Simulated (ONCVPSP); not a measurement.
## What one change does to a pseudopotential (Pt (Z = 78), ONCV)

platinum, optimised norm-conserving Vanderbilt (ONCV), made with ONCVPSP 4.0.1 (PBE, scalar-relativistic). Core [Kr] 4d10 4f14 5s2, reference 5p6 5d8.5 (charge +1.5). Waves: s scattering state at 0.15 Ha: rc 2.05 bohr, ncon 4, nbas 8, qcut 2.6 1/bohr, 2 projectors, debl 1.6 Ha; 5p: rc 1.20 bohr, ncon 4, nbas 9, qcut 6 1/bohr, 2 projectors, debl 1.2 Ha; 5d: rc 2.25 bohr, ncon 4, nbas 8, qcut 8.1 1/bohr, 2 projectors, debl 1.4 Ha. Local part: polynomial inside 0.85 bohr (lpopt 5, dvloc0 0 Ha). Core correction: Teter function, fcfact 3.25, rcfact 1.6.

In the s channel the program set the typed energies aside and used 0.050, 1.650 Ha. In the p channel the program set the typed energies aside and used -2.586, 0.250 Ha.

Change: local potential polynomial inside 1.10 bohr (lpopt 5, dvloc0 3 Ha).

Cutoffs: the cutoffs (Ha) at which the residual kinetic energy of the hardest occupied pseudo-wave falls to 1 and 0.1 mHa per electron; they do not see the model core or the augmentation charge, which bear on the density cutoff. Errors are all-electron minus pseudo energies relative to the spin-unpolarised reference configuration.

Q: Predict the effect on cutoff, ghosts and configuration errors.

A: The potential gets neither clearly harder nor softer (166 Ha and 196 Ha → 166 Ha and 196 Ha); both files keep a bound ghost (s); the lowest positive-energy flag moves from s at 8.7 eV to s at 115.8 eV; the errors of the 3 common tests hardly move; the range in which the s phases agree widens (upper end 0.3 → 3.4).

```tsv
quantity	base	changed
cutoff, loose	166 Ha	166 Ha
cutoff, tight	196 Ha	196 Ha
bound ghosts	s	s
GHOST(+) flags under 300 eV	s at 8.7 eV, p at 220.7 eV	s at 115.8 eV
tests with a reliable result	3 of 4	3 of 4
error for 5p6 5d9, meV [ΔE -8.54 eV]	-0.1	-0.1
error for 5p6 5d8, meV [ΔE 11.43 eV]	-3.1	-3.0
error for 5p6 5d9 6p1, meV [ΔE -12.68 eV]	+2.6	+2.6
s: phases at 2.08 bohr within 0.05 rad from the reference energy up to (Ha; the scan ends near 5)	0.3	3.4
p: phases at 1.22 bohr within 0.05 rad from the reference energy up to (Ha; the scan ends near 5)	to the end of the scan	to the end of the scan
d: phases at 2.28 bohr within 0.05 rad from the reference energy up to (Ha; the scan ends near 5)	to the end of the scan	to the end of the scan
rms error of d²Exc/dni dnj with the model core, mHa	1.22	1.22
```

 A true bound ghost makes a file unfit for plane-wave use even where its test errors are small: the radial tests pick states by their node count and pass the ghost by.
